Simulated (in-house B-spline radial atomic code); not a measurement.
# One electron outside the [Xe] 4f14 core: the osmium ion Os⁷⁺

Computed with an all-electron radial atomic-structure program (B-spline basis), no-pair Dirac-Coulomb Hamiltonian, finite nucleus. Rungs: frozen-core Dirac-Hartree-Fock (DHF); Brueckner orbitals from the second-order correlation potential; the same with the Coulomb interaction screened by the core and the hole-particle interaction summed; Breit and QED terms from differences of relaxed Dirac-Fock atoms, where computed. Partial waves beyond l = 6 are extrapolated. The tables show a selection of states; those near core-excited levels, with erratic corrections or far from their DHF start are never shown.

The lowest nd levels tend to come out too strongly bound in this method, by some 0.05 to 0.2 eV for each d electron where measurements exist, which shifts their lines and rates.

Command:
```bash
python run_mb.py task.json out
```
Settings (nuclear radius in fm, box in bohr, cutoff in hartree):
```
basis_form          2
Z                   76
core_configuration  [Xe] 4f14
rms_radius          5.4126
mass_number         192
speed_of_light      137.036
box_radius          36.25
lmax                6
intervals           66
virtual_cutoff      11552.0
```

Run time, properties included: 5.9 min on 1 thread of Arm Neoverse V1, with other jobs on the host.

Removal energies (eV):

| state | DHF | second order | screened | Breit + QED | final |
| --- | --- | --- | --- | --- | --- |
| 5d3/2 | 100.562 | 102.633 | 102.359 | -0.0178 | 102.342 |
| 5d5/2 | 98.9692 | ? | ? | ? | ? |
| 6s1/2 | 81.7445 | ? | ? | ? | ? |
| 6p1/2 | 71.1615 | 72.7523 | 72.4182 | -0.0709 | 72.3473 |
| 6p3/2 | 67.9209 | 69.2868 | 68.9922 | -0.0386 | 68.9536 |

Question: What does correlation do to 5d5/2?

Answer: It adds 1.925 eV to the removal energy in second order and 1.69 eV with screening; Breit and QED add 0.00926 eV, for a final 100.668 eV.

Question: What does correlation do to 6s1/2?

Answer: It adds 1.904 eV to the removal energy in second order and 1.464 eV with screening; Breit and QED add -0.0963 eV, for a final 83.1126 eV.

Question: How does the lowest state compare with the NIST ionisation energy?

Answer: 5d3/2 is bound by 102.3 eV, without recoil; NIST lists 102.02 ± 0.07 eV (semi-empirical), a difference of +0.32 eV.

Electric-dipole lines from 5d3/2 (reduced matrix elements in atomic units, length form, static core polarisation, sign of DHF taken positive):

```csv
upper,DHF,+ core polarisation,+ Brueckner,λ (nm),A (s⁻¹)
6p1/2,1.082,0.9698,0.9573,41.336,1.31e+10
```

Magnetic hyperfine constants per unit nuclear g factor (MHz, nucleus as a uniformly magnetised ball; they apply to isotopes with nuclear spin):

```
state    DHF  + core polarisation  + Brueckner
6s1/2  60620                66990        70010
6p1/2  15860                17520        18820
6p3/2   1689                 2240         2394
```

Question: What is the static scalar polarisability of 5d3/2?

Answer: 1.785 bohr³: 1.431 from the core and 0.3545 from the valence electron, Pauli blocking included.
